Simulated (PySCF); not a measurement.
PySCF input file for FH5O2Si2, SMILES O[Si](O)(F)[SiH3], PBE-D3(BJ)/def2-SVP. Coordinates come from a PBE-D3(BJ)/def2-SVP optimisation. This is a generated structure with no PubChem entry under its InChIKey; it may be hypothetical. One conformer was computed; it need not be the lowest.

```python
import numpy as np
from pyscf import gto, scf, dft, df
from pyscf.hessian import thermo

mol = gto.M(
    atom='''
    O    -1.08249302   -0.94598446   -1.15583994
    Si   -0.39604373    0.12673775   -0.09199324
    O    -0.50887151    1.65025106   -0.77151742
    F    -1.22432509    0.17283051    1.32848397
    Si    1.77511375   -0.60526104    0.36430656
    H    -1.88347044   -0.62480911   -1.60929155
    H    -0.44294471    2.39552140   -0.14919365
    H     2.41748116    0.33896131    1.34575927
    H     1.76013998   -1.98520595    0.96127884
    H     2.59165577   -0.61474877   -0.89843651
    ''',
    basis='def2-SVP',
    charge=0,
    spin=0,
    max_memory=1600,
    verbose=3,
)
mf = dft.RKS(mol, xc='pbe').density_fit(auxbasis='def2-universal-jkfit')
mf.disp = 'd3bj'
mf.grids.level = 3
mf.conv_tol = 1e-11
mf.max_cycle = 100
mf.kernel()

# [left out here: the lines that compute and print the analytic Hessian (its translational invariance restored by hand, since the grid's response is missing), thermochemistry and intensities]
```

Log of the run:

```
converged SCF energy = -831.497588118143

WARN: DFTD3 does not support analytical Hessian, using finite difference


WARN: Mole.unit (angstrom) is changed to Bohr

Mode                                 0                   1                   2
Irrep
Freq [cm^-1]                      101.9342            121.9005            123.2329
Reduced mass [au]                   1.0972              3.9371              3.6501
Force const [Dyne/A]                0.0067              0.0345              0.0327
Char temp [K]                     146.6606            175.3877            177.3048
Normal mode                   x     y     z       x     y     z       x     y     z
       0   O                 0.02 -0.02  0.03   -0.06 -0.00  0.02   -0.12  0.04 -0.03
       1  Si                 0.00  0.01  0.00   -0.02 -0.04  0.03   -0.00 -0.02 -0.04
       2   O                -0.02 -0.00 -0.02    0.14 -0.03  0.02   -0.01 -0.02 -0.04
       3   F                 0.00  0.04  0.00   -0.09  0.00 -0.02    0.11 -0.05  0.02
       4  Si                -0.00 -0.02 -0.01    0.02  0.05 -0.03   -0.01  0.03  0.06
       5   H                 0.05 -0.02 -0.02   -0.07  0.02  0.04   -0.06  0.17 -0.06
       6   H                -0.16  0.00 -0.02    0.26 -0.04  0.01    0.26 -0.01 -0.08
       7   H                -0.15 -0.34  0.40   -0.05  0.07 -0.00   -0.18  0.04  0.17
       8   H                -0.01 -0.24 -0.52    0.22  0.01 -0.12    0.01  0.01  0.02
       9   H                 0.13  0.48  0.08   -0.03  0.25 -0.06    0.15  0.13  0.16
Mode                                 3                   4                   5
Irrep
Freq [cm^-1]                      192.8273            207.1577            277.3899
Reduced mass [au]                   1.4125              1.3301              6.4328
Force const [Dyne/A]                0.0309              0.0336              0.2916
Char temp [K]                     277.4356            298.0538            399.1023
Normal mode                   x     y     z       x     y     z       x     y     z
       0   O                 0.06  0.02  0.02   -0.00  0.04 -0.02   -0.09  0.05  0.03
       1  Si                 0.00  0.04  0.03   -0.01 -0.01  0.05    0.03  0.01  0.00
       2   O                -0.06 -0.00 -0.05   -0.02 -0.06 -0.05   -0.08 -0.00 -0.01
       3   F                -0.03 -0.05  0.01   -0.02  0.01  0.04   -0.08 -0.01 -0.06
       4  Si                -0.01 -0.01 -0.01    0.02 -0.00 -0.01    0.11 -0.03  0.02
       5   H                -0.02 -0.08  0.09    0.45  0.42 -0.55   -0.13  0.14  0.17
       6   H                 0.76  0.08 -0.24   -0.07  0.00 -0.12   -0.10  0.02 -0.03
       7   H                 0.08 -0.10  0.02    0.11 -0.01 -0.06    0.12 -0.05  0.03
       8   H                -0.06 -0.04 -0.08    0.07 -0.01 -0.02    0.06 -0.04  0.02
       9   H                -0.04  0.01 -0.03   -0.10 -0.00 -0.08    0.11 -0.05  0.02
Mode                                 6                   7                   8
Irrep
Freq [cm^-1]                      294.2620            338.3597            463.6787
Reduced mass [au]                   5.3756              2.3881              6.2699
Force const [Dyne/A]                0.2742              0.1611              0.7942
Char temp [K]                     423.3775            486.8243            667.1304
Normal mode                   x     y     z       x     y     z       x     y     z
       0   O                -0.03 -0.02  0.11   -0.03 -0.09  0.07   -0.00 -0.04 -0.04
       1  Si                 0.02  0.06 -0.00    0.00 -0.00 -0.05   -0.11  0.03 -0.02
       2   O                 0.07  0.04 -0.06   -0.03  0.06  0.09    0.04  0.06 -0.03
       3   F                -0.01 -0.13 -0.02    0.00  0.03 -0.06    0.00 -0.01  0.07
       4  Si                -0.02  0.01 -0.01    0.01 -0.00 -0.00    0.08 -0.03  0.02
       5   H                 0.12  0.04 -0.10    0.28  0.05 -0.38   -0.01 -0.22 -0.16
       6   H                -0.26  0.08 -0.08    0.34 -0.04  0.18   -0.01  0.04 -0.00
       7   H                 0.06 -0.06  0.01    0.00 -0.00  0.01    0.09 -0.03  0.02
       8   H                -0.15  0.01 -0.02   -0.03  0.00  0.01    0.14 -0.03  0.03
       9   H                -0.02 -0.06 -0.00    0.05 -0.03  0.03    0.11 -0.03  0.03
Mode                                 9                  10                  11
Irrep
Freq [cm^-1]                      505.5613            507.1473            742.2085
Reduced mass [au]                   1.2473              1.2258              2.5364
Force const [Dyne/A]                0.1878              0.1858              0.8232
Char temp [K]                     727.3902            729.6720           1067.8728
Normal mode                   x     y     z       x     y     z       x     y     z
       0   O                 0.02  0.01  0.03    0.02  0.01  0.01    0.01  0.08  0.05
       1  Si                 0.01  0.03  0.00   -0.00 -0.00  0.02   -0.05  0.02 -0.00
       2   O                -0.02  0.03 -0.02    0.01 -0.02  0.00    0.01 -0.10  0.07
       3   F                 0.00 -0.01 -0.01   -0.03  0.01  0.02    0.05  0.00 -0.08
       4  Si                -0.02 -0.06 -0.00    0.01 -0.00 -0.07   -0.00  0.00  0.00
       5   H                 0.04 -0.03 -0.03    0.06  0.03 -0.05   -0.01 -0.38 -0.21
       6   H                -0.03  0.06 -0.05    0.01  0.02 -0.05   -0.08  0.17 -0.27
       7   H                -0.41  0.35 -0.13   -0.42  0.09  0.14    0.14 -0.09  0.01
       8   H                 0.62  0.01  0.15   -0.28  0.11  0.20    0.13 -0.00 -0.00
       9   H                 0.00  0.28  0.01    0.57 -0.18  0.31    0.10 -0.06  0.06
Mode                                12                  13                  14
Irrep
Freq [cm^-1]                      776.8397            813.6390            860.9285
Reduced mass [au]                   1.4184              1.2816              1.8597
Force const [Dyne/A]                0.5043              0.4999              0.8121
Char temp [K]                    1117.6993           1170.6454           1238.6845
Normal mode                   x     y     z       x     y     z       x     y     z
       0   O                 0.02  0.09  0.06    0.04 -0.03  0.01    0.03 -0.00  0.01
       1  Si                -0.01 -0.02 -0.01   -0.05  0.01  0.01   -0.07  0.01  0.04
       2   O                -0.01 -0.00 -0.07    0.01 -0.01 -0.01    0.01 -0.01 -0.00
       3   F                -0.00 -0.01 -0.00    0.03 -0.00 -0.05    0.06 -0.00 -0.08
       4  Si                 0.00  0.00 -0.00   -0.03  0.01 -0.01    0.05 -0.02  0.00
       5   H                 0.01 -0.26 -0.13    0.05  0.50  0.32    0.03  0.22  0.15
       6   H                 0.07 -0.52  0.57    0.03 -0.13  0.14    0.01 -0.03  0.04
       7   H                 0.00 -0.02  0.01    0.28 -0.20  0.00   -0.33  0.16  0.07
       8   H                -0.01  0.01  0.01    0.35  0.02  0.05   -0.37  0.02  0.07
       9   H                 0.01 -0.00  0.00    0.29 -0.10  0.19   -0.30  0.14 -0.21
Mode                                15                  16                  17
Irrep
Freq [cm^-1]                      890.2497            896.1640            908.3459
Reduced mass [au]                   1.7982              1.0619              1.7734
Force const [Dyne/A]                0.8397              0.5024              0.8621
Char temp [K]                    1280.8712           1289.3804           1306.9075
Normal mode                   x     y     z       x     y     z       x     y     z
       0   O                 0.01 -0.01  0.01   -0.02 -0.01 -0.02    0.01 -0.00  0.01
       1  Si                -0.00  0.06 -0.06    0.01  0.01  0.01    0.01  0.06 -0.07
       2   O                 0.01 -0.10  0.04   -0.00 -0.01  0.00    0.01 -0.09  0.04
       3   F                -0.02 -0.00  0.04    0.00  0.00 -0.00   -0.03 -0.00  0.05
       4  Si                 0.00 -0.02  0.01   -0.01 -0.02 -0.02    0.01  0.01 -0.01
       5   H                 0.02  0.14  0.08   -0.02 -0.08 -0.05    0.02  0.12  0.07
       6   H                 0.01 -0.13  0.07   -0.01 -0.02  0.02    0.02 -0.10  0.04
       7   H                 0.14  0.30 -0.38    0.23 -0.30  0.11   -0.26 -0.22  0.39
       8   H                -0.27 -0.07 -0.13   -0.10  0.27  0.62    0.19  0.07  0.15
       9   H                 0.14  0.34  0.09   -0.01  0.55 -0.02   -0.28 -0.25 -0.19
Mode                                18                  19                  20
Irrep
Freq [cm^-1]                      952.6731           2156.7869           2171.0685
Reduced mass [au]                   4.7380              1.0232              1.0466
Force const [Dyne/A]                2.5336              2.8042              2.9066
Char temp [K]                    1370.6845           3103.1362           3123.6842
Normal mode                   x     y     z       x     y     z       x     y     z
       0   O                -0.07 -0.07 -0.09   -0.00 -0.00 -0.00    0.00  0.00  0.00
       1  Si                 0.03  0.09  0.08    0.00 -0.00  0.00   -0.00 -0.00 -0.00
       2   O                -0.00 -0.05 -0.01   -0.00  0.00 -0.00    0.00  0.00  0.00
       3   F                 0.02 -0.01 -0.04   -0.00  0.00  0.00    0.00  0.00  0.00
       4  Si                -0.00  0.00  0.00   -0.02 -0.01 -0.01    0.00 -0.03 -0.02
       5   H                -0.08 -0.17 -0.14   -0.00 -0.00 -0.00   -0.00  0.00  0.00
       6   H                 0.02 -0.21  0.19   -0.00  0.00  0.00   -0.00  0.00 -0.00
       7   H                -0.05  0.04 -0.00    0.34  0.52  0.53    0.24  0.33  0.35
       8   H                 0.08 -0.04 -0.10   -0.02 -0.36  0.15    0.01  0.50 -0.23
       9   H                 0.03 -0.12  0.03    0.20 -0.00 -0.34   -0.33 -0.01  0.50
Mode                                21                  22                  23
Irrep
Freq [cm^-1]                     2177.8852           3740.4773           3765.8772
Reduced mass [au]                   1.0516              1.0661              1.0668
Force const [Dyne/A]                2.9387              8.7885              8.9134
Char temp [K]                    3133.4919           5381.7140           5418.2589
Normal mode                   x     y     z       x     y     z       x     y     z
       0   O                -0.00 -0.00  0.00    0.05 -0.02  0.03    0.00 -0.00  0.00
       1  Si                 0.00  0.00 -0.00    0.00 -0.00 -0.00    0.00 -0.00  0.00
       2   O                -0.00 -0.00  0.00   -0.00 -0.00 -0.00    0.00  0.05  0.04
       3   F                -0.00 -0.00  0.00   -0.00 -0.00 -0.00   -0.00 -0.00  0.00
       4  Si                 0.01  0.02 -0.03   -0.00  0.00  0.00   -0.00 -0.00 -0.00
       5   H                 0.00  0.00 -0.00   -0.80  0.30 -0.46   -0.01  0.00 -0.01
       6   H                 0.00  0.00 -0.00    0.00  0.01  0.01   -0.06 -0.75 -0.60
       7   H                -0.00 -0.00 -0.02    0.00 -0.00 -0.00    0.00  0.00  0.00
       8   H                -0.00 -0.65  0.28   -0.00 -0.00 -0.00    0.00 -0.00  0.00
       9   H                -0.36  0.01  0.56   -0.00 -0.00 -0.00    0.00 -0.00  0.00
temperature 298.1500 [K]
pressure 101325.00 [Pa]
Rotational constants [GHz] 3.70489 2.04932 1.99821
Symmetry number 1
Zero-point energy (ZPE) 0.05465 [Eh]   143471.700 [J/mol]
                           tot       elec      trans        rot        vib
Entropy [J/mol/K]       372.211      0.000    167.616    114.857     89.738
Cv [J/mol/K]            120.637      0.000     12.472     12.472     95.693
Cp [J/mol/K]            128.951      0.000     20.786     12.472     95.693
Internal energy [J/mol]                      3718.434   3718.434 158455.033
Internal energy [Eh]   -831.43440  -831.49759
Enthalpy [J/mol]                             6197.391   3718.434 158455.033
Enthalpy [Eh]          -831.43346
Gibbs free energy [J/mol]                  -43777.451 -30526.168 131699.749
Gibbs free energy [Eh] -831.47573
mode   freq/cm-1   IR/(km/mol)
   1      101.93         1.197
   2      121.90         1.594
   3      123.23        12.528
   4      192.83        53.085
   5      207.16        57.453
   6      277.39        34.082
   7      294.26        37.611
   8      338.36        84.868
   9      463.68        63.065
  10      505.56         8.409
  11      507.15        20.354
  12      742.21       186.300
  13      776.84       169.097
  14      813.64       208.514
  15      860.93        41.315
  16      890.25        12.921
  17      896.16        18.210
  18      908.35       135.584
  19      952.67       121.458
  20     2156.79        44.788
  21     2171.07        72.362
  22     2177.89        73.202
  23     3740.48        73.721
  24     3765.88        90.642
max |gradient| / (hartree/bohr): 0.0001790667003239488
APT charges: [-0.8107  1.6992 -0.8216 -0.6391  0.607   0.2891  0.2916 -0.2074 -0.2046
 -0.2034]
```

The calculation finished and met its thresholds.
